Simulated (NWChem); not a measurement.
Molecule: MgNH2I; SMILES [NH2][Mg][I]

```xyz
5

Mg     0.0000     0.0000     1.5916
I      0.0000     0.0000    -0.9729
N      0.0000     0.0000     3.4728
H      0.0000    -0.8168     4.0768
H      0.0000     0.8168     4.0768
```
Atoms are numbered in this order, from 1.

All runs: NWChem. Geometry: optimised at PBE0/def2-SVP (def2 core potentials past Kr).

### Question
What does the run give for Hartree-Fock/STO-3G (all-electron, non-relativistic)? Quantities: highest occupied level (eV); orbital gap (eV); dipole (D).

### Answer
```json
{
 "highest occupied level (eV)": "-6.34",
 "orbital gap (eV)": "14.73",
 "dipole (D)": "3.53"
}
```
